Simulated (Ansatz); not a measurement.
Total energies of Si₄H₈ (the lowest singlet isomer of a short search) from Ansatz at PBE0-D4/def2-TZVPD, gas phase (1 Eh = 27.2114 eV = 2625.5 kJ/mol). The reference geometry is relaxed at r2SCAN-D4/def2-SVP.

Cartesian coordinates in Å:
```
Si 0.036 -1.393 0.883
Si -0.129 1.020 -1.290
Si -1.554 0.307 0.459
Si 1.647 0.065 -0.053
H 2.840 -0.493 -0.761
H -2.975 -0.052 0.168
H -0.388 0.190 -2.511
H -0.203 -2.538 -0.055
H -0.080 2.465 -1.674
H 2.100 1.038 0.993
H -1.512 1.311 1.571
H 0.218 -1.920 2.271
```

```csv
state,geometry,energy (Eh)
charge 0 singlet,reference,-1162.32475
charge -1 doublet,reference,-1162.31384
charge -1 doublet,relaxed at r2SCAN-D4/def2-SVPD,-1162.33800
free Si atom (triplet),–,-289.24952
free H atom (doublet),–,-0.50104
```

Work out the vertical electron affinity, to the doublet.

E(charge 0 singlet) − E(charge -1 doublet) = -1162.32475 − (-1162.31384) = -0.01091 Eh = -0.30 eV; negative, so the extra electron isn't bound.

How much does the charge -1 doublet relax, and what is the adiabatic electron affinity?

Relaxation: -1162.31384 − (-1162.33800) = 0.02416 Eh = 0.66 eV. Adiabatic electron affinity: 0.01325 Eh = 0.36 eV, without zero-point energy. 

What is the binding energy per atom against free atoms?

Atoms: 4 × (-289.24952) + 8 × (-0.50104) = -1161.00640 Eh. Binding: -1161.00640 − (-1162.32475) = 1.31835 Eh = 35.87 eV, or 2.99 eV for each of 12 atoms (no zero-point energy, no counterpoise term).

At PBE0-D4/def2-TZVPD the highest occupied level of the charge -1 doublet lies above zero (up to 1.82 eV). By energy differences it is unbound by 0.30 eV (vertical, to the charge 0 singlet, at PBE0-D4/def2-TZVPD) and held by the finite basis. At PBE0-D4/def2-TZVPD the highest occupied level of the relaxed charge -1 doublet lies above zero (up to 0.84 eV). By energy differences its removal costs 0.36 eV (each at its own geometry, to the charge 0 singlet, at PBE0-D4/def2-TZVPD); the vertical value is larger still, so the positive level points to self-interaction error. 

The structure comes from a short search, and lower isomers may exist.
